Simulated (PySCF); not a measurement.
BFH, SMILES F[BH] (connectivity only; charge and spin as stated), charge +1, multiplicity 1.

Geometry: PBE0-D3(BJ)/def2-TZVPD. The multiplicity is an assumed one; other spin states were not compared. The isomer is the one that the SMILES or the coordinates give; other isomers of the formula were not compared.

Two levels are set side by side: TDA-PBE/def2-TZVPD (PySCF) and EOM-CCSD/aug-cc-pVDZ (PySCF). Vertical, same geometry; the bases differ. Differences are taken from unrounded values.

| quantity | EOM-CCSD | TDA-PBE | TDA-PBE minus EOM-CCSD |
|---|---|---|---|
| lowest singlet excitation (eV) | 11.56 | 10.91 | -0.65 |
| lowest triplet excitation (TDA for PBE) (eV) | 9.66 | 8.60 | -1.06 |

A lower first singlet is the usual sign of a functional without exact exchange. Differences between two approximate levels are no errors against the true value.

Rough cost on one machine, each run with all the roots and properties that it gave: EOM-CCSD against TDA-PBE about 3 times.
